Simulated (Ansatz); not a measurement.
`FC(S)[SeH]`. The species carries charge 0 and has multiplicity 1.

```xyz
7

F     1.375   -0.462    0.275
C     0.072   -0.070    0.125
S    -0.180    1.648    0.568
Se   -0.489   -0.236   -1.742
H    -0.539   -0.721    0.748
H    -0.303    1.433    1.889
H     0.064   -1.592   -1.863
```

(1) List the harmonic frequencies (cm⁻¹, unscaled) at PBE0-D4/def2-TZVP in Ansatz. (An estimate is asked.)

(2) Is this a minimum?

(3) Give the ideal-gas thermochemistry at 298.15 K and 1 bar (rigid rotor, harmonic oscillator; point group C1, symmetry number 1).

(4) Rotational constants (cm⁻¹)?

Answers

(1) Ansatz gave: 160, 192, 240, 290, 412, 616, 709, 850, 962, 1046, 1173, 1322, 2439, 2703, 3132.

(2) Yes, all 15 modes are real.

(3) Zero-point energy 97.2 kJ/mol; H(298) − E = 114.6 kJ/mol; entropy 327.1 J/(mol·K), of which translation 170.9, rotation 113.9, vibration 42.3; G(298) − E = 17.1 kJ/mol.

(4) 0.1932, 0.06942, 0.05303.
